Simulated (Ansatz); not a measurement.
`BB[SiH2]F` + SiH₄ → `F[SiH2]B[SiH3]` + BH₃ at 400 K and 1 bar (formal exchange of groups at a B–B bond).

Gas-phase electronic energies from Ansatz, PBE0-D4/def2-TZVP geometries. CCSD(T)/CBS is the MP2 limit (def2-TZVPP, def2-QZVPP) plus CCSD(T) − MP2 in def2-TZVPP, frozen cores. This one scheme is used for every species. Each species was taken in one conformer, which may not be the lowest.

```json
{"species": "`BB[SiH2]F`", "CCSD(T)/CBS energy (Eh)": "-441.46272", "H − E (kJ/mol)": "165.1", "S (J/(mol·K))": "360.1"}
{"species": "SiH₄", "CCSD(T)/CBS energy (Eh)": "-291.46306", "H − E (kJ/mol)": "96.9", "S (J/(mol·K))": "218.6"}
{"species": "`F[SiH2]B[SiH3]`", "CCSD(T)/CBS energy (Eh)": "-706.36214", "H − E (kJ/mol)": "181.1", "S (J/(mol·K))": "392.6"}
{"species": "BH₃", "CCSD(T)/CBS energy (Eh)": "-26.55200", "H − E (kJ/mol)": "82.6", "S (J/(mol·K))": "199.4"}
```

H − E and S are ideal-gas, rigid-rotor, harmonic terms from PBE0-D4/def2-TZVP, for one conformer and one mirror image of each species. 1 Eh = 2625.50 kJ/mol, R = 8.31446 J/(mol·K).

**Question.** By hand: ΔE, ΔH, ΔS and ΔG.

**Answer.** ΔE = (-706.36214) + (-26.55200) − (-441.46272) − (-291.46306) = 0.01164 Eh = 30.6 kJ/mol. Δ(H − E) = 181.1 + 82.6 − 165.1 − 96.9 = 1.7, so ΔH = 32.3 kJ/mol. ΔS = 392.6 + 199.4 − 360.1 − 218.6 = 13.3 J/(mol·K). ΔG = 32.3 − 400 × (13.3)/1000 = 27.0 kJ/mol.

**Question.** By hand: the equilibrium constant, and the temperature at which ΔG would vanish if ΔH and ΔS stayed fixed.

**Answer.** log₁₀ K = −ΔG/(RT ln 10) = -3.5. ΔG = 0 at ΔH/ΔS = 2429 K, though so small a ΔS makes that figure unsure.

The number of gas molecules stays the same, so ΔS is small and ΔH decides. A doubt of 5 kJ/mol in ΔE shifts log₁₀ K by 0.7 here. Other conformers and mirror images would add mixing entropy, several J/(mol·K) or more a flexible species. Modes under 60 cm⁻¹, often nearly free rotors, make the harmonic entropy too high. These are equilibria of isolated gas molecules and say nothing of rates. Largest T1 diagnostic: 0.014 (customary marks: 0.02 for closed shells, 0.045 for open ones).
